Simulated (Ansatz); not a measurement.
```yaml
crystal:
  periodic: [false, false, false]
  atoms:
    - {symbol: Ni, position_ang: [0.000753, -0.000012, -0.002956]}
    - {symbol: H, position_ang: [1.519919, 0.060407, 0.359628]}
    - {symbol: N, position_ang: [-0.022344, 1.920730, -0.013357]}
    - {symbol: H, position_ang: [-0.923263, 2.326148, -0.266841]}
    - {symbol: H, position_ang: [0.685649, 2.273329, -0.661070]}
    - {symbol: H, position_ang: [0.239048, 2.270624, 0.911244]}
    - {symbol: H, position_ang: [-1.520046, -0.060207, -0.358605]}
    - {symbol: N, position_ang: [0.023287, -1.920766, 0.009580]}
    - {symbol: H, position_ang: [-0.309681, -2.276630, -0.889074]}
    - {symbol: H, position_ang: [-0.633134, -2.267220, 0.712964]}
    - {symbol: H, position_ang: [0.939812, -2.326414, 0.198488]}
basis:
  gaussian: {orbitals: def2-TZVP, initial_orbitals: start.molden}
total_charge: -1
magnetization: {spin_polarized: true, initial_magnetization: 1}
hamiltonian: {xc: {name: LC-wPBE, parameters: {omega: 0.1}}}
scf: {omitted_lower_state_checks: [starts]}
output: {orbitals: {seedname: orbitals}}
```

The file start.molden holds the orbitals of an earlier run on this structure, at another level or in another basis.

```sh
$ ansatz run in.yaml --threads 2 --pin off --events-out ev --progress --plain --max-ram 4352MiB
```

It prints (some lines left out):

```
Error: YAML parse error: error: line 19 column 19: hamiltonian.xc: the parameter omega has a unit: it is given as 0.1/bohr or 0.1/angstrom
17 | total_charge: -1
18 | magnetization: {spin_polarized: true, initial_magnetization: 1}
19 | hamiltonian: {xc: {name: LC-wPBE, parameters: {omega: 0.1}}}
20 | scf: {omitted_lower_state_checks: [starts]}
21 | output: {orbitals: {seedname: orbitals}}
```

Problem. Can the result of this run be used?

Solution. No. The input was rejected before any iteration. The range parameter needs its unit, as in omega: 0.1/bohr.
